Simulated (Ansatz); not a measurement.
Molecule: sum formula Si₂NHCl₆, net charge 0, singlet state. 
Geometry from a B3LYP-D3(BJ)/def2-TZVP (Ansatz, a program for electronic structure) optimisation:
SMILES: N([Si](Cl)(Cl)Cl)[Si](Cl)(Cl)Cl
```xyz
10

Cl    -2.8244    -1.4127    -1.0543
Si    -1.4955     0.0100    -0.4415
Cl    -1.8720     0.5671     1.4797
Cl    -1.7160     1.6509    -1.6318
N      0.0681    -0.6670    -0.5483
Si     1.5197    -0.2475     0.2462
Cl     3.0655    -0.9488    -0.8870
Cl     1.6329     1.7750     0.4457
Cl     1.6573    -1.0762     2.1043
H      0.1477    -1.4467    -1.1893
```

Basis-set convergence of Hartree-Fock and CCSD correlation energies (hartree) with Ansatz. Cores are frozen in the correlated levels unless marked. No spin-orbit coupling. Non-relativistic.

| basis | functions | E(HF) | E(corr, CCSD) |
|---|---|---|---|
| cc-pV(D+d)Z | 203 | -3390.33450 | -1.24307 |
| cc-pV(T+d)Z | 356 | (withheld) | (withheld) |

Problem. Complete the blanks.

Solution. 
- cc-pV(T+d)Z, E(HF): -3390.48764
- cc-pV(T+d)Z, E(corr, CCSD): -1.64759
